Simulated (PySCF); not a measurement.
**Rh (rhodium, neutral) across methods**

[Kr] 4d7 5s2, high-spin 4F determinant (an excited configuration). All numbers are calculated (PySCF 2.14, scalar relativity by spin-free X2C-1e, in aug-cc-pwCVTZ-DK (11s10p8d4f3g, 136 functions)).

```tsv
method	E (hartree)	mean ε 4d β (eV)	mean ε 5s α (eV)	mean ε 5s β (eV)	Σ⟨r²⟩ (bohr²)	⟨S²⟩
UHF	-4781.00018	-14.050	-7.622	-6.563	57.61	3.766
PBE0	-4783.09	-9.621	-6.287	-5.537	55.49	3.757
LDA	-4778.22	-7.913	-5.861	-5.199	55.02	3.755
MN15	-4786.74	-10.614	-7.086	-6.407	55.69	3.755
BLYP	-4783.60	-7.792	-5.494	-4.938	55.60	3.755
PBE	-4783.03	-7.910	-5.621	-4.912	55.46	3.756
r2SCAN	-4783.41	-8.225	-5.792	-5.072	55.28	3.762
BP86	-4784.01	-8.063	-5.788	-5.106	55.18	3.756
```
